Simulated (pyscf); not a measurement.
# Rearrangement: :C=CH–CH₂–F (SMILES [C]=CCF) [singlet] → C₃H₃F (SMILES FC1C=C1)

Gas phase, singlet surface, charge 0. Bonds broken: C2–H6. Bonds formed: C2–C4, C4–H6. Structures and frequencies: ωB97X-D3(BJ)/def2-SVP in PySCF. Correlated levels are frozen-core, on RHF or UHF. ΔMP2 is the change of the MP2 total energy from the triple- to the quadruple-zeta basis.

Transition state (Å):

```xyz
7

F      1.1647    -0.8915    -0.1705
C      0.0176    -0.1584    -0.1803
H      0.2339     0.9169    -0.2604
C     -1.5126    -0.8621     0.4815
C     -1.1589    -0.7403    -0.7894
H     -0.4609    -0.2240     0.9959
H     -1.5182    -0.9863    -1.7834
```

One imaginary mode, 636i cm⁻¹; descent along it reached the two sides named.

```csv
bond,change,reactant side (Å),saddle,product side
C2–H6,breaks,1.101,1.272,2.454
C2–C4,forms,2.539,1.810,1.469
C4–H6,forms,2.7,1.333,1.088
```

Electronic energies relative to the reactant's lowest minimum found (kcal/mol):

```csv
level,barrier,reaction energy,reverse barrier
ωB97X-D3(BJ)/def2-TZVP,11.0,-37.6,48.6
PBE/def2-TZVP,2.6,-42.7,45.3
r²SCAN/def2-TZVP,4.5,-41.1,45.7
B3LYP-D3(BJ)/def2-TZVP,11.9,-35.4,47.3
PBE0-D3(BJ)/def2-TZVP,5.6,-42.1,47.7
M06-2X/def2-TZVP,8.3,-40.7,49.1
ωB97M-D3(BJ)/def2-TZVP,11.1,-35.3,46.4
HF/def2-TZVP,27.3,-23.3,50.6
MP2/def2-QZVPP,4.8,-44.3,49.1
CCSD/def2-TZVPP,14.1,-33.5,47.6
CCSD(T)/def2-TZVPP,11.1,-35.0,46.1
CCSD(T)/def2-TZVPP + ΔMP2(QZVPP),10.6,-35.9,46.5
```

With CCSD(T)/def2-TZVPP + ΔMP2(QZVPP) energies and thermal terms (ideal gas, 1 atm, RRHO with modes under 100 cm⁻¹ raised to 100, one conformer, R ln 2 for chiral ones without a mode under 150 cm⁻¹), in kcal/mol:

| T (K) | ΔH‡ | ΔG‡ | ΔH | ΔG |
|---|---|---|---|---|
| 298 | 8.8 | 10.1 | -35.2 | -33.5 |
| 600 | 8.2 | 11.6 | -35.4 | -31.7 |
| 900 | 7.8 | 13.4 | -35.5 | -29.8 |
| 1200 | 7.3 | 15.3 | -35.5 | -28.0 |

:C=CH–CH₂–F [singlet] lies 44.9 kcal/mol over its isomer H₂C=C=CH–F (electronic energy, ωB97M-D3(BJ)/def2-TZVP). cyclic C₃H₃F (SMILES FC1C=C1) lies 9.6 kcal/mol over its isomer H₂C=C=CH–F (electronic energy, ωB97M-D3(BJ)/def2-TZVP). This is the saddle that the search found; another between the same sides may lie lower. The CCSD(T) − MP2 part came from Ansatz, without density fitting, on the same reference.
